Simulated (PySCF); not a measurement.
From one molecule to another.

First species: C7H12Cl2.
SMILES: `CC/C(C)=C(/C)C(Cl)Cl`

Second species: C₈H₁₀N₂.
Geometry (GFN2-xTB, Å), atoms numbered from 1 in this order:
```xyz
20
C8H10N2 angstrom
N      3.0423    1.0970    0.3202
C      2.2229    0.4980   -0.2062
C      1.1750   -0.2526   -0.8589
C      0.6297   -1.3290    0.0915
C     -0.0480   -0.6910    1.3009
C     -1.1760    0.2535    0.8585
C     -2.2226   -0.4988    0.2051
N     -3.0408   -1.0984   -0.3224
C     -0.6305    1.3306   -0.0915
C      0.0477    0.6927   -1.3008
H      1.6166   -0.7326   -1.7408
H      1.4437   -1.9763    0.4252
H     -0.0923   -1.9422   -0.4533
H      0.6849   -0.1153    1.8716
H     -0.4501   -1.4710    1.9513
H     -1.6193    0.7333    1.7400
H      0.0915    1.9433    0.4540
H     -1.4443    1.9785   -0.4248
H     -0.6858    0.1184   -1.8720
H      0.4502    1.4728   -1.9507
```

Levels: PBE0/pcSseg-1 for HOMO energy, LUMO energy and HOMO–LUMO gap. Geometries: GFN2-xTB. All species are isolated and taken at one optimised geometry, non-relativistic unless stated; the electronic structure was computed with PySCF and density fitting.

The conformers computed, where there is a choice (atom-mapped SMILES and torsion angles):
- `[CH3:1][CH2:2]/[C:3]([CH3:4])=[C:5](/[CH3:6])[CH:7]([Cl:8])[Cl:9]`: C1–C2–C3–C4 91°, C3–C5–C7–Cl8 -121°

The conformers of `N#C[C@H]1CC[C@H](C#N)CC1` aren't listed.

Values for the first species:

- HOMO energy: -7.04 eV
- LUMO energy: -0.43 eV
- HOMO–LUMO gap: 6.61 eV

Q: Estimate the same properties for the second species, and the change in each.

A: 
```json
{"property": "HOMO energy", "first": "-7.04 eV", "second": "-9.23 eV", "second less first": "-2.19 eV"}
{"property": "LUMO energy", "first": "-0.43 eV", "second": "0.39 eV", "second less first": "+0.82 eV"}
{"property": "HOMO–LUMO gap", "first": "6.61 eV", "second": "9.62 eV", "second less first": "+3.01 eV"}
```

